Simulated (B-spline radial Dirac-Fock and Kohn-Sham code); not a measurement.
# K-line shifts caused by a second vacancy in Bi²⁺

System: Bi²⁺, configuration [Xe] 4f14 5d10 6s2 6p1, inside a Watson sphere of charge -2 and radius 2.2 Å (a model of the Madelung potential; inside it an electron's potential energy is raised by 13.1 eV).

Level of theory: Dirac-Fock (average of configuration) total-energy differences with a finite nucleus, the Breit interaction including its frequency dependence, and self-energy and vacuum-polarisation corrections; a radial finite-basis atomic code. Each two-hole energy is an average over J within one jj subconfiguration, not an observable level; in light atoms, where LS coupling holds, the j-resolved values are not observed lines, and for a K spectator the Kα1 hypersatellite is nearly forbidden. No correlation.

Lines without a spectator: Kα2 (K-L2) 74810.3 eV, Kα1 (K-L3) 77103.3 eV, Kβ3 (K-M2) 86820.1 eV, Kβ1 (K-M3) 87338.8 eV. Shifts in eV with one spectator hole (a dash: not computed, or left out as unreliable):

| spectator hole | Kα2 | Kα1 | Kβ3 | Kβ1 |
| --- | --- | --- | --- | --- |
| K (1s) | +1174.6 | +1289.8 | +1528.3 | +1555.6 |
| L2 (2p1/2) | +157.3 | +219.3 | – | +397.8 |
| L3 (2p3/2) | +104.1 | +119.9 | +274.7 | – |
| M2 (3p1/2) | – | +36.2 | +65.3 | +77.8 |
| M3 (3p3/2) | +16.76 | – | +50.5 | +52.1 |
| M4 (3d3/2) | +5.29 | +2.13 | – | – |
| M5 (3d5/2) | -0.72 | +4.12 | – | – |
